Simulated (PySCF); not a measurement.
Run times: europium in x2c-TZVPall-2c

Measured wall times of calculations with PySCF 2.14 in x2c-TZVPall-2c (11s11p10d4f1g, 131 functions), with two-component X2C-1e, run from one Python driver. Hardware: 1 thread of Neoverse-V2 on a shared host, 3 GiB allowed. The two-electron integrals over 131 functions were computed once and kept in memory (14 CPU seconds with the set-up); the times below exclude them.

Launch command (the driver calls PySCF for each step listed in the task file):

```bash
OMP_NUM_THREADS=1 python sorun2.py TASK.json OUT
```

| species | step | iterations | wall time (s) |
| --- | --- | --- | --- |
| Eu³⁺ [Xe] 4f6 | GHF, spin-free | 8 | 12 |
| Eu³⁺ [Xe] 4f6 | GMP2 (32 electrons), spin-free |  | 12 |
| Eu³⁺ [Xe] 4f6 | GHF, screened spin-orbit | 15 | 27 |
| Eu³⁺ [Xe] 4f6 | GMP2 (32 electrons), screened spin-orbit |  | 11 |
| Eu⁴⁺ [Xe] 4f5 | GHF, spin-free | 8 | 12 |
| Eu⁴⁺ [Xe] 4f5 | GMP2 (31 electrons), spin-free |  | 10 |
| Eu⁴⁺ [Xe] 4f5 | GMP2 (31 electrons), screened spin-orbit |  | 10 |

Question: Roughly how long does GHF, screened spin-orbit take for Eu⁴⁺ [Xe] 4f5 here?

Answer: About 39 s.

Peak memory of the process: 0.86 GiB. Times on a shared host vary from run to run.
